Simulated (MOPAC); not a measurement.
Input for MOPAC: PM7 on BeO-, 2S+1 = 2, a spin state set in the input, which need not be the lowest, a point of a bond scan (R = 1.301 Å). Charge -1.

```
PM7 1SCF PRECISE CHARGE=-1 UHF MS=0.5 THREADS=1
BeO

Be     0.00000000 1     0.00000000 1     0.00000000 1
O      0.00000000 1     0.00000000 1     1.30132600 1
```

It printed:

```
*******************************************************************************
 **                                                                           **
 **                              MOPAC v23.2.5                                **
 **                                                                           **
 *******************************************************************************
 ** MOPAC's Digital Object Identifier: https://doi.org/10.5281/zenodo.6511958 **
 **                                                                           **
 ** Please cite the open-source release paper for use of this MOPAC version:  **
 ** J. E. Moussa and J. J. P. Stewart (2026)                                  **
 ** MOPAC: An open-source semiempirical molecular orbital program             **
 ** J. Open Source Softw., 11(119), 8025, https://doi.org/10.21105/joss.08025 **
 *******************************************************************************

                              PM7 CALCULATION RESULTS

 *******************************************************************************
 *  PM7        - The PM7 Hamiltonian to be used
 *  UHF        - UNRESTRICTED HARTREE-FOCK CALCULATION
 *
 *
 *
 *                 CHARGE ON SYSTEM = -1
 *
 *
 *
 *  MS=        - IN MECI, MAGNETIC COMPONENT OF SPIN =  0.5
 *  PRECISE    - TIGHTER CRITERIA TO BE USED
 *  1SCF       - DO 1 SCF AND THEN STOP
 *  THREADS=1  - MULTI-THREADING NOT USED
 *  T=         - A TIME OF 172800.0 SECONDS REQUESTED
 *  DUMP=N     - RESTART FILE WRITTEN EVERY 7200.0 SECONDS REQUESTED
 *******************************************************************************
PM7 1SCF PRECISE CHARGE=-1 UHF MS=0.5 THREADS=1
 BeO

   ATOM   CHEMICAL          X               Y               Z
  NUMBER   SYMBOL      (ANGSTROMS)     (ANGSTROMS)     (ANGSTROMS)

     1      Be          0.00000000  *   0.00000000  *   0.00000000  *
     2       O          0.00000000  *   0.00000000  *   1.30132600  *



          CARTESIAN COORDINATES

    NO.       ATOM           X           Y           Z

     1        Be          0.0000      0.0000      0.0000
     2         O          0.0000      0.0000      1.3013

 General Reference for PM7:
 "Optimization of Parameters for Semiempirical Methods VI: More Modifications to the
 NDDO Approximations and Re-optimization of Parameters", J. J. P. Stewart, J. Mol. Mod., 1:32, 19 (2013)
 https://link.springer.com/article/10.1007/s00894-012-1667-x

           Empirical Formula: O Be  =     2 atoms



      MOLECULAR POINT GROUP   :   C*v


          UHF CALCULATION, NO. OF ALPHA ELECTRONS =    5
                           NO. OF BETA  ELECTRONS =    4

 -------------------------------------------------------------------------------
 PM7 1SCF PRECISE CHARGE=-1 UHF MS=0.5 THREADS=1
 BeO



     1SCF WAS SPECIFIED, SO BFGS WAS NOT USED
     SCF FIELD WAS ACHIEVED


                              PM7 CALCULATION
                                                       MOPAC v23.2.5 Linux




          FINAL HEAT OF FORMATION =         -0.79351 KCAL/MOL =      -3.32004 KJ/MOL


          COSMO AREA              =         66.19 SQUARE ANGSTROMS
          COSMO VOLUME            =         49.59 CUBIC ANGSTROMS

          IONIZATION POTENTIAL    =          1.130348 EV
          ALPHA SOMO LUMO (EV)    =         -1.130 12.204
          BETA  SOMO LUMO (EV)    =         -3.163  9.178
          NO. OF ALPHA ELECTRONS  =          5
          NO. OF BETA  ELECTRONS  =          4
          MOLECULAR WEIGHT        =         25.0116         POINT GROUP:  C*v

          MOLECULAR DIMENSIONS (Angstroms)

            Atom       Atom       Distance
            O     2   Be     1     1.30133
            O     2   Be     1     0.00000
           Be     1    O     2     0.00000


          SCF CALCULATIONS        =          1





   ATOM   CHEMICAL          X               Y               Z
  NUMBER   SYMBOL      (ANGSTROMS)     (ANGSTROMS)     (ANGSTROMS)

     1      Be          0.00000000  *   0.00000000  *   0.00000000  *
     2       O          0.00000000  *   0.00000000  *   1.30132600  *

                             CARTESIAN COORDINATES

   1   Be        0.000000000     0.000000000     0.000000000
   2    O        0.000000000     0.000000000     1.301326000


           Empirical Formula: O Be  =     2 atoms



      MOLECULAR POINT GROUP   :   C*v


          ALPHA EIGENVALUES
 -16.60322  -4.49334  -3.19280  -3.19280  -1.13035  12.20374  12.20374  15.81639


           BETA EIGENVALUES
 -16.64895  -4.49938  -3.16334  -3.16334   9.17782  12.59998  12.59998  15.74692


              NET ATOMIC CHARGES AND DIPOLE CONTRIBUTIONS

  ATOM NO.   TYPE          CHARGE      No. of ELECS.   s-Pop       p-Pop
    1         Be           0.066718        1.9333     0.91600     1.01728
    2          O          -1.066718        7.0667     1.85520     5.21152
 DIPOLE           X         Y         Z       TOTAL
 POINT-CHG.     0.000     0.000    -2.669     2.669
 HYBRID        -0.000    -0.000     0.579     0.579
 SUM           -0.000    -0.000    -2.090     2.090


          ATOMIC ORBITAL ELECTRON POPULATIONS

     Atom    s        px        py        pz
    1 Be   0.91600   0.19428   0.19428   0.62873
    2  O   1.85520   1.80572   1.80572   1.60007


                    (SZ)    =    0.500000
                    (S**2)  =    0.750542


          ATOMIC ORBITAL SPIN POPULATIONS

    Atom   Total    s     px     py     pz
         Atomic
    1 Be  1.0049  0.720  0.009  0.009  0.267
    2  O -0.0049  0.008 -0.009 -0.009  0.005

 **********************
 *                    *
 * JOB ENDED NORMALLY *
 *                    *
 **********************




 == MOPAC DONE ==
```

The run finished.

Cost: roughly 0.020 core-seconds.
